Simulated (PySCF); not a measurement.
Rigid-rotor lines calculated for a species of formula C6HF2N (commonest isotopes; PySCF 2.14.0, PBE0-D3(BJ)/def2-SVP geometry optimisation, gas phase), labelled J(Ka,Kc):

```
     transition     MHz
2(1,2) ← 1(1,1)  1998.2
2(0,2) ← 1(0,1)  2041.8
2(1,1) ← 1(1,0)  2086.0
1(0,1) ← 0(0,0)  1021.1
1(1,1) ← 0(0,0)  5112.0
```

(1) Find the rotational constants.

(2) What moments of inertia, asymmetry and inertial defect follow?

(3) Which dipole components do these lines need?

(4) Predict further lines from these constants: 2(2,1) ← 2(1,1); 2(2,1) ← 1(1,1); 2(2,0) ← 1(1,0); 2(1,2) ← 1(0,1); 2(2,1) ← 1(1,0); 1(1,0) ← 0(0,0); 1(1,0) ← 1(0,1); 2(1,2) ← 2(0,2); 2(2,0) ← 2(1,1); 2(2,0) ← 1(1,1); 2(1,1) ← 2(0,2); 2(1,1) ← 1(0,1); 2(2,1) ← 2(1,2).

(5) Which structure gave them?

Results:

(1) 1(0,1) ← 0(0,0) is B + C, 2(1,1) ← 1(1,0) is 3B + C and 2(1,2) ← 1(1,1) is B + 3C, so B − C is half the difference of the last two, 43.9 MHz. 1(1,1) ← 0(0,0) is A + C. A = 4623.4, B = 532.5, C = 488.6 MHz.

(2) I = 505379 MHz·u·Å² over each constant: Ia = 109.31, Ib = 949.11, Ic = 1034.36 u·Å²; κ = (2B − A − C)/(A − C) = -0.979 (near-prolate asymmetric top); Δ = Ic − Ia − Ib = -24.06 u·Å².

(3) μa and μb (a-type: ΔKa even, ΔKc odd; b-type: both odd). The calculation gives |μa| = 3.45 D, |μb| = 1.22 D, |μc| = 1.32 D.

(4) 
```csv
transition,MHz,type,branch
"2(1,2) ← 2(0,2)",4047,c,Q
"1(1,0) ← 1(0,1)",4135,b,Q
"2(1,1) ← 2(0,2)",4179,b,Q
"1(1,0) ← 0(0,0)",5156,c,R
"2(1,2) ← 1(0,1)",6089,b,R
"2(1,1) ← 1(0,1)",6221,c,R
"2(2,1) ← 2(1,1)",12273,c,Q
"2(2,0) ← 2(1,1)",12273,b,Q
"2(2,1) ← 2(1,2)",12404,b,Q
"2(2,1) ← 1(1,0)",14359,b,R
"2(2,0) ← 1(1,0)",14359,c,R
"2(2,1) ← 1(1,1)",14403,c,R
"2(2,0) ← 1(1,1)",14403,b,R
```

(5) `N#CC(F)=C=C=C=CF`, point group C1. Three constants can't fix a structure by themselves; this is the one that was computed:
```xyz
10
C6HF2N angstrom
N     -3.102    1.816   -1.848
C     -2.679    0.936   -1.223
C     -2.149   -0.148   -0.456
F     -3.038   -1.085   -0.140
C     -0.880   -0.214   -0.093
C      0.357   -0.226    0.230
C      1.595   -0.245    0.555
C      2.881   -0.294    0.836
F      3.401    0.218    1.936
H      3.626   -0.762    0.181
```

No PBE0-D3(BJ)/def2-SVP frequencies stand behind this structure, so it isn't proved a minimum. These are rigid-rotor constants of the computed structure; measured ground-state constants (B0) also hold zero-point vibration. Quadrupole hyperfine structure (14N) is left out.
